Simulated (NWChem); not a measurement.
System: tetrasilane (Si$_{4}$H$_{10}$); SMILES [SiH3][SiH2][SiH2][SiH3]

Input file for NWChem:

```
start job
memory heap 200 mb stack 900 mb global 1100 mb
geometry units angstroms
  Si     2.149796    -0.979462     0.948066
  Si     1.082527     0.969134     0.306201
  Si    -0.756831     0.672241    -1.086343
  Si    -2.464543    -0.606737    -0.194149
  H      3.312061    -0.785713     1.817189
  H      1.234914    -1.864193     1.675235
  H      2.626690    -1.738832    -0.211062
  H      2.057570     1.893071    -0.296904
  H      0.642214     1.699306     1.508449
  H     -0.294131     0.054892    -2.342215
  H     -1.291487     1.967680    -1.538102
  H     -2.977134    -0.027263     1.050483
  H     -3.623269    -0.782651    -1.071749
  H     -1.992502    -1.953749     0.139424
end
basis spherical
  * library def2-svp
end
dft
  xc pbe0
  iterations 150
end
driver
  maxiter 120
end
task dft optimize
task dft freq
```

NWChem printed, in part:

```
             Northwest Computational Chemistry Package (NWChem) 7.3.0
             --------------------------------------------------------

 C2  symmetry detected

                             Geometry "geometry" -> ""
                             -------------------------

 Output coordinates in angstroms (scale by  1.889725989 to convert to a.u.)

  No.       Tag          Charge          X              Y              Z
 ---- ---------------- ---------- -------------- -------------- --------------
    1 Si                  14.0000    -2.37660089    -0.18892880    -0.87907821
    2 Si                  14.0000    -1.08232760     0.42568472     0.93618611
    3 Si                  14.0000     1.08232760    -0.42568472     0.93618611
    4 Si                  14.0000     2.37660089     0.18892880    -0.87907821
    5 H                    1.0000    -3.74082845     0.34263112    -0.86904736
    6 H                    1.0000    -1.76839330     0.26176818    -2.13426331
    7 H                    1.0000    -2.50479209    -1.64528676    -0.98025600
    8 H                    1.0000    -1.78428046     0.08320874     2.18441572
    9 H                    1.0000    -1.00341945     1.89611776     0.99964031
   10 H                    1.0000     1.00341945    -1.89611776     0.99964031
   11 H                    1.0000     1.78428046    -0.08320874     2.18441572
   12 H                    1.0000     2.50479209     1.64528676    -0.98025600
   13 H                    1.0000     3.74082845    -0.34263112    -0.86904736
   14 H                    1.0000     1.76839330    -0.26176818    -2.13426331

 Effective nuclear repulsion energy (a.u.)     323.4185023637

      Symmetry information
      --------------------

 Group name             C2
 Group number              4
 Group order               2
 No. of unique centers     7

                                Z-matrix (autoz)
                                --------

 Units are Angstrom for bonds and degrees for angles

[...]

      ----------------------
      Optimization converged
      ----------------------

  Step       Energy      Delta E   Gmax     Grms     Xrms     Xmax
  ---- ---------------- -------- -------- -------- -------- --------
@    5   -1163.10151053 -5.4D-08  0.00033  0.00008  0.00002  0.00004
                                     ok       ok       ok       ok

                                Z-matrix (autoz)
                                --------

 Units are Angstrom for bonds and degrees for angles

[...]

 Rotational Constants
 --------------------
 A=   0.109286 cm-1  (  0.157235 K)
 B=   0.038520 cm-1  (  0.055420 K)
 C=   0.031628 cm-1  (  0.045505 K)

 Temperature                      =   298.15K
 frequency scaling parameter      =   1.0000

 Zero-Point correction to Energy  =   52.373 kcal/mol  (  0.083462 au)
 Thermal correction to Energy     =   58.694 kcal/mol  (  0.093535 au)
 Thermal correction to Enthalpy   =   59.286 kcal/mol  (  0.094478 au)

 Total Entropy                    =   97.720 cal/mol-K
   - Translational                =   40.292 cal/mol-K (mol. weight = 121.9860)
   - Rotational                   =   27.495 cal/mol-K (symmetry #  =        2)
   - Vibrational                  =   29.933 cal/mol-K

 Cv (constant volume heat capacity) =   35.502 cal/mol-K
   - Translational                  =    2.979 cal/mol-K
   - Rotational                     =    2.979 cal/mol-K
   - Vibrational                    =   29.543 cal/mol-K

[normal modes left out]

 ----------------------------------------------------------------------------
 Normal Eigenvalue ||           Projected Infra Red Intensities
  Mode   [cm**-1]  || [atomic units] [(debye/angs)**2] [(KM/mol)] [arbitrary]
 ------ ---------- || -------------- ----------------- ---------- -----------
    1       -0.000 ||    0.000000           0.000         0.000       0.000
    2        0.000 ||    0.000001           0.000         0.001       0.000
    3        0.000 ||    0.000000           0.000         0.000       0.000
    4        0.000 ||    0.000000           0.000         0.000       0.000
    5        0.000 ||    0.000000           0.000         0.000       0.000
    6        0.000 ||    0.000000           0.000         0.000       0.000
    7       32.378 ||    0.000008           0.000         0.008       0.002
    8       76.301 ||    0.000382           0.009         0.373       0.085
    9       86.714 ||    0.000114           0.003         0.111       0.025
   10      109.144 ||    0.000095           0.002         0.092       0.021
   11      122.989 ||    0.002060           0.048         2.008       0.458
   12      311.348 ||    0.014874           0.343        14.500       3.308
   13      345.477 ||    0.004739           0.109         4.619       1.054
   14      372.050 ||    0.000103           0.002         0.100       0.023
   15      426.532 ||    0.003207           0.074         3.126       0.713
   16      447.924 ||    0.017261           0.398        16.827       3.839
   17      454.812 ||    0.000000           0.000         0.000       0.000
   18      478.453 ||    0.000622           0.014         0.607       0.138
   19      535.664 ||    0.010083           0.233         9.829       2.243
   20      562.089 ||    0.001610           0.037         1.569       0.358
   21      655.650 ||    0.116702           2.692       113.767      25.957
   22      684.577 ||    0.011467           0.265        11.178       2.550
   23      695.612 ||    0.245490           5.664       239.316      54.603
   24      741.751 ||    0.050572           1.167        49.301      11.248
   25      866.746 ||    0.123367           2.846       120.264      27.440
   26      868.470 ||    0.301951           6.966       294.357      67.161
   27      898.110 ||    0.057822           1.334        56.368      12.861
   28      915.721 ||    0.002384           0.055         2.324       0.530
   29      933.208 ||    0.060596           1.398        59.072      13.478
   30      934.765 ||    0.012911           0.298        12.586       2.872
   31      935.338 ||    0.103135           2.379       100.542      22.940
   32      938.991 ||    0.018635           0.430        18.166       4.145
   33     2205.716 ||    0.040460           0.933        39.442       8.999
   34     2209.143 ||    0.060234           1.390        58.719      13.397
   35     2215.902 ||    0.058740           1.355        57.262      13.065
   36     2218.046 ||    0.035435           0.818        34.544       7.882
   37     2219.542 ||    0.027001           0.623        26.321       6.006
   38     2222.453 ||    0.029811           0.688        29.061       6.631
   39     2230.833 ||    0.186378           4.300       181.690      41.455
   40     2232.445 ||    0.010016           0.231         9.764       2.228
   41     2234.016 ||    0.063219           1.459        61.629      14.061
   42     2234.188 ||    0.216811           5.002       211.358      48.224
 ----------------------------------------------------------------------------
```

Level: PBE0/def2-SVP.
